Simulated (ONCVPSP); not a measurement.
**neodymium: variants of one ONCV potential**

Base potential:

ONCVPSP 4.0.1 input, shortened (lines: element, Z, core and valence counts, functional; n l f; lmax; l rc ep ncon nbas qcut; lloc lpopt rc5 dvloc0; l nproj debl; icmod fcfact rcfact), PBE, scalar-relativistic:

```
  Nd 60.00   10    4        4      upf
    1    0    2.00
    2    0    2.00
    2    1    6.00
    3    0    2.00
    3    1    6.00
    3    2   10.00
    4    0    2.00
    4    1    6.00
    4    2   10.00
    4    3    3.00
    5    0    2.00
    5    1    6.00
    5    2    1.00
    6    0    2.00
    2
    0    2.50    0.00    4    9    4.40
    1    1.65    0.00    4    8    5.00
    2    1.65    0.00    4    8    5.40
    2    5    1.65    0.00
    0    2    0.70
    1    2    3.80
    2    0    0.90
    3    2.50    1.65
```

All-electron outer shells of the reference configuration (PBE, scalar-relativistic, ld1.x):

```json
{"shell": "5s", "level (eV)": "-43.70", "outermost node (bohr)": "0.72", "outermost maximum (bohr)": "1.31"}
{"shell": "5p", "level (eV)": "-24.67", "outermost node (bohr)": "0.77", "outermost maximum (bohr)": "1.48"}
{"shell": "4f", "level (eV)": "-6.90", "outermost node (bohr)": "–", "outermost maximum (bohr)": "0.65"}
{"shell": "6s", "level (eV)": "-3.87", "outermost node (bohr)": "1.74", "outermost maximum (bohr)": "3.60"}
{"shell": "5d", "level (eV)": "-2.92", "outermost node (bohr)": "0.87", "outermost maximum (bohr)": "2.08"}
```

Cutoffs, loose and tight: the cutoffs (Ha) at which the residual kinetic energy of the hardest occupied pseudo-wave falls to 1 and 0.1 mHa per electron. They do not see the model core or the augmentation charge, which bear on the density cutoff. Test errors are all-electron minus pseudo excitation energies from the reference, over the configurations 5s2 5p6 5d1 6s1; 5s2 5p6 5d1 6s0; 5s2 5p6 5d0 6s0; 5s2 5p6 5d2 6s0. A dash means not determined; rows that change the core or the reference have their own tests.

A true bound ghost makes a file unfit for plane-wave use even where its test errors are small: the radial tests pick states by their node count and pass the ghost by.

```tsv
change	outcome	cutoff, loose	cutoff, tight	bound ghosts	GHOST(+) flags above zero	largest test error (meV)
base	generated	24 Ha	70 Ha	none	none	-98
s: rc 1.86	generated	24 Ha	70 Ha	none	none	-95
s: rc 2	generated	24 Ha	70 Ha	none	none	-96
s: rc 2.4	generated	24 Ha	70 Ha	none	none	-98
s: rc 2.62	generated	24 Ha	70 Ha	none	none	-97
s: rc 2.94	generated	24 Ha	70 Ha	s	none	-97
s: rc 3.36	generated	24 Ha	70 Ha	none	s	-97
s: rc 3.64	generated	24 Ha	70 Ha	none	s	-100
```

Reading the sweep of the s radius (base included, trends over the rows without a ghost): The loose cutoff stays near 24 Ha. The median size of the test errors (rows with all tests solved) rises from 10.5 meV at 1.86 to 19.8 meV at 3.64 bohr. More of the atom is replaced by a form fitted at one configuration, so other configurations suffer as the radius grows. Bound ghosts are found at 2.94 bohr.
